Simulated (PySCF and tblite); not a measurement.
Computed ¹H and ¹³C shifts (ppm) of 4 molecules with 6 carbons each, averaged over conformers at 298.15 K: GIAO PBE0/pcSseg-1 on GFN2-xTB geometries, unscaled, against TMS (¹H), TMS (¹³C) at the same level; H on other atoms than carbon is left out (PySCF, tblite).

P. ¹H: 5.82 (1H), 5.08 (1H), 2.31 (1H), 2.24 (3H) ¹³C: 177.7 (1C), 114.9 (1C), 86.5 (1C), 84.7 (1C), 49.8 (1C), 17.9 (1C)
Q. ¹H: 8.47 (1H), 8.37 (1H), 6.95 (1H), 3.99 (3H) ¹³C: 169.6 (1C), 163.0 (1C), 137.4 (1C), 135.4 (1C), 112.1 (1C), 56.4 (1C)
R. ¹H: 6.29 (1H), 5.42 (1H), 3.23 (1H), 2.11 (3H) ¹³C: 158.7 (1C), 142.1 (1C), 121.6 (1C), 91.1 (1C), 40.3 (1C), 17.8 (1C)
S. ¹H: 6.22 (1H), 3.40 (1H), 2.11 (3H) ¹³C: 131.3 (1C), 130.9 (1C), 122.4 (1C), 100.8 (1C), 83.9 (1C), 24.5 (1C)

The molecules:
1. C₆H₅N, SMILES C#C/C=C(/C)C#N
2. C₆H₆ClF, SMILES C#C[C@H](Cl)/C=C(\C)F
3. C6H6FN, SMILES CC1=C[C@@H](F)[C@@H]1C#N
4. C₆H₆FNO, SMILES COc1cncc(F)c1

(1) Which spectrum belongs to which molecule?

Unscaled shifts at such levels can be off by 15 ppm or more for ¹³C and 0.8 ppm for ¹H.

For scale, the study of C#C/C=C(/C)C#N took 24 s on 1 thread of Arm Neoverse V2 (shared host) (rough), launched as `OMP_NUM_THREADS=1 python ens_run.py task.json out`.

## Answers

(1) P is 2; Q is 4; R is 3; S is 1.

Assigned:
1. [CH:1]#[C:2]/[CH:3]=[C:4](/[CH3:5])[C:6]#[N:7]: ¹³C: 131.3 (C4), 130.9 (C3), 122.4 (C6), 100.8 (C1), 83.9 (C2), 24.5 (C5) ppm.
2. [CH:1]#[C:2][C@H:3]([Cl:4])/[CH:5]=[C:6](\[CH3:7])[F:8]: ¹³C: 177.7 (C6), 114.9 (C5), 86.5 (C2), 84.7 (C1), 49.8 (C3), 17.9 (C7) ppm.
3. [CH3:1][C:2]1=[CH:3][C@@H:4]([F:5])[C@@H:6]1[C:7]#[N:8]: ¹³C: 158.7 (C2), 142.1 (C3), 121.6 (C7), 91.1 (C4), 40.3 (C6), 17.8 (C1) ppm.
4. [CH3:1][O:2][c:3]1[cH:4][n:5][cH:6][c:7]([F:8])[cH:9]1: ¹³C: 169.6 (C7), 163.0 (C3), 137.4 (C4), 135.4 (C6), 112.1 (C9), 56.4 (C1) ppm.
